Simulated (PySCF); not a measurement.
CsF, charge -1, doublet, at the geometry of the source list (a state made from the parent by changing its charge; the spin is typed, not shown lowest) (core potentials on Cs) (in this run its highest filled SCF level lies above zero, so its values depend strongly on the basis, on diffuse functions most of all), atoms displaced at random by about 0.08 Å a coordinate; PySCF with B3LYP/def2-SVP, gradient.

PySCF was given this input:
```python
from pyscf import gto, scf, dft

mol = gto.M(
    atom='''
Cs   -0.64653038   -0.48250950   -0.96265264
F     0.52322784    0.53009317    0.80835314
''',
    basis='def2-svp',
    ecp={'Cs': 'def2-svp'},
    charge=-1,
    spin=1,
    verbose=4,
)

mf = dft.UKS(mol)
mf.xc = 'b3lyp'
mf.kernel()
g = mf.nuc_grad_method()
grad = g.kernel()
```

What the program printed (banner, timings and long lists left out):

```
PySCF version 2.14.0

[INPUT] verbose = 4
[INPUT] num. atoms = 2
[INPUT] num. electrons = 19
[INPUT] charge = -1
[INPUT] spin (= nelec alpha-beta = 2S) = 1
[INPUT] symmetry False subgroup None
[INPUT] Mole.unit = angstrom
[INPUT] Symbol           X                Y                Z      unit          X                Y                Z       unit  Magmom
[INPUT]  1 Cs    -0.646530380000  -0.482509500000  -0.962652640000 AA   -1.221765349411  -0.911810807501  -1.819149842690 Bohr   0.0
[INPUT]  2 F      0.523227840000   0.530093170000   0.808353140000 AA    0.988757318348   1.001730911803   1.527566046532 Bohr   0.0

nuclear repulsion = 18.2270886639726
number of shells = 16
number of NR pGTOs = 59
number of NR cGTOs = 38
basis = def2-svp
ecp = {'Cs': 'def2-svp'}

******** <class 'pyscf.dft.uks.UKS'> ********
method = UKS
initial guess = minao
damping factor = 0
level_shift factor = 0
DIIS = <class 'pyscf.scf.diis.CDIIS'>
diis_start_cycle = 1
diis_space = 8
diis_damp = 0
SCF conv_tol = 1e-09
SCF conv_tol_grad = None
SCF max_cycles = 50
direct_scf = True
direct_scf_tol = 1e-13
number electrons alpha = 10  beta = 9
XC library pyscf.dft.libxc version 7.1.2
    S. Lehtola, C. Steigemann, M. J. T. Oliveira, and M. A. L. Marques,  SoftwareX 7, 1–5 (2018)
XC functionals = b3lyp
    P. J. Stephens, F. J. Devlin, C. F. Chabalowski, and M. J. Frisch,  J. Phys. Chem. 98, 11623 (1994)
radial grids:
    Treutler-Ahlrichs [JCP 102, 346 (1995); DOI:10.1063/1.469408] (M4) radial grids

becke partition: Becke, JCP 88, 2547 (1988); DOI:10.1063/1.454033
pruning grids: <function nwchem_prune>
grids dens level: 3
symmetrized grids: False
atomic radii adjust function: <function treutler_atomic_radii_adjust>
small_rho_cutoff = 0
Set gradient conv threshold to 3.16228e-05
tot grids = 37976
init E= -116.492448628063

cycle= 1 E= -119.761970615382  delta_E= -3.27  |g|= 0.633  |ddm|= 2.14
cycle= 2 E= -107.925414144616  delta_E= 11.8  |g|= 2.12  |ddm|= 4.55
cycle= 3 E= -119.797887004588  delta_E= -11.9  |g|= 0.578  |ddm|= 3.96
cycle= 4 E= -119.852554425203  delta_E= -0.0547  |g|= 0.475  |ddm|= 0.286
cycle= 5 E= -119.966746826938  delta_E= -0.114  |g|= 0.0488  |ddm|= 1.43
cycle= 6 E= -119.969200670024  delta_E= -0.00245  |g|= 0.00925  |ddm|= 0.276
cycle= 7 E= -119.969482790442  delta_E= -0.000282  |g|= 0.00685  |ddm|= 0.0806
cycle= 8 E= -119.96958447901  delta_E= -0.000102  |g|= 0.00102  |ddm|= 0.0787
cycle= 9 E= -119.969586424059  delta_E= -1.95e-06  |g|= 5.79e-05  |ddm|= 0.00915
cycle= 10 E= -119.969586441712  delta_E= -1.77e-08  |g|= 2.51e-05  |ddm|= 0.00147
cycle= 11 E= -119.969586442522  delta_E= -8.09e-10  |g|= 2.22e-06  |ddm|= 0.000245
Extra cycle  E= -119.969586442533  delta_E= -1.18e-11  |g|= 6.31e-07  |ddm|= 5.57e-05
converged SCF energy = -119.969586442533  <S^2> = 0.75002326  2S+1 = 2.0000233

******** <class 'pyscf.grad.uks.Gradients'> for <class 'pyscf.dft.uks.UKS'> ********
unit = Eh/Bohr
grid_response = False
--------------- UKS gradients ---------------
         x                y                z
0 Cs     0.0102492443     0.0088716999     0.0155174050
1 F    -0.0104617113    -0.0088282511    -0.0156997582
----------------------------------------------
```
